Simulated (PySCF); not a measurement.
## ORD: `C[C@H]1CC[Si@H](Cl)C1`, C$_{5}$H$_{11}$ClSi

Geometry (Å), atoms numbered from 1 in this order:
```xyz
18

C     2.202    0.166   -0.138
C     0.697    0.240   -0.362
C     0.047   -1.146   -0.384
C    -1.470   -0.970   -0.483
Si   -1.836    0.528    0.637
Cl   -3.033    1.892   -0.258
C    -0.010    1.064    0.725
H     2.681   -0.405   -0.931
H     2.636    1.163   -0.123
H     2.422   -0.319    0.812
H     0.511    0.716   -1.331
H     0.433   -1.745   -1.211
H     0.292   -1.663    0.547
H    -1.748   -0.759   -1.517
H    -1.986   -1.884   -0.198
H    -2.424    0.192    1.933
H     0.162    2.128    0.575
H     0.416    0.809    1.697
```

Method: TDDFT PBE0/def2-SVPD circular dichroism and optical rotation, one conformer, gas phase (PySCF 2.14.0). Geometry: GFN2-xTB.

States above about 8.0 eV (minus the energy of the highest occupied orbital) lie near or above the ionisation threshold and depend on the basis. Singlets 2 and 3 lie within 0.01 eV of each other, so their separate moments and overlaps can depend on how they mix.

Stereocentres: C2 S, Si5 S.

Question: What is the specific rotation at 633, 589.3, 546, 436, 405, 365, 355 nm?

Answer: [α] in deg dm⁻¹ (g/mL)⁻¹:
| λ (nm) | origin-invariant length gauge | modified velocity gauge | length gauge (centre of mass) | isotropic polarisability (au) |
| --- | --- | --- | --- | --- |
| 633 | +5.5 | +11.6 | +5.8 | 97.7 |
| 589.3 | +6.6 | +13.7 | +6.9 | 98.1 |
| 546 | +8.0 | +16.4 | +8.4 | 98.5 |
| 436 | +15.1 | +28.8 | +15.8 | 100.3 |
| 405 | +18.9 | +35.2 | +19.8 | 101.1 |
| 365 | +26.6 | +47.5 | +27.8 | 102.5 |
| 355 | +29.4 | +51.6 | +30.5 | 102.9 |

Question: And for the mirror image at 589.3 nm?

Answer: -6.6 deg dm⁻¹ (g/mL)⁻¹ (origin-invariant length gauge): the same size and the opposite sign.

Question: What is the molar rotation [Φ] = [α]·M/100 of the geometry above at 589.3 nm?

Answer: With M = 134.68 g/mol, +8.8 deg cm² dmol⁻¹ (origin-invariant length gauge).

The first excitation lies at 7.11 eV (174 nm) with R = -8.1 × 10⁻⁴⁰ esu² cm² (velocity form).
